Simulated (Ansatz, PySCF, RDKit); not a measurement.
Pair of molecules: FGeH3O (SMILES [OH][GeH2][F]) (first 6 atoms) with NH3 (SMILES N); geometry from B3LYP-D3(BJ)/def2-TZVP.
(charge 0, multiplicity 1):
| atom | x (Å) | y (Å) | z (Å) |
|---|---|---|---|
| O | -1.4354 | 0.3429 | 0.8150 |
| Ge | 0.2216 | -0.3274 | 0.6433 |
| F | 0.0860 | -0.8223 | -1.0696 |
| H | -1.8885 | 0.2421 | -0.0301 |
| H | 0.4613 | -1.6796 | 1.3194 |
| H | 1.3465 | 0.7073 | 0.5593 |
| N | 0.1122 | 0.4694 | 3.0109 |
| H | 0.1453 | -0.2428 | 3.7313 |
| H | 0.7413 | 1.2186 | 3.2759 |
| H | -0.8323 | 0.8391 | 2.9658 |

Counterpoise-corrected where a basis set is named; no monomer relaxation. RDKit's UFF carries no charges.

Programs: Ansatz (Gaussian basis) for Hartree–Fock, density functionals and correlated methods; PySCF for M06-2X; RDKit for the force fields. Values without a source in brackets are computed.

Question: What interaction energy does M06-2X/def2-TZVPPD give?

Answer: -14.6 kcal/mol

Question: Predict the interaction energy from revPBE/def2-TZVPPD.

Answer: -8.3 kcal/mol

Question: Estimate the interaction energy that UFF returns for this input.

Answer: 38.9 kcal/mol

Ansatz is a quantum-chemistry and plane-wave program.
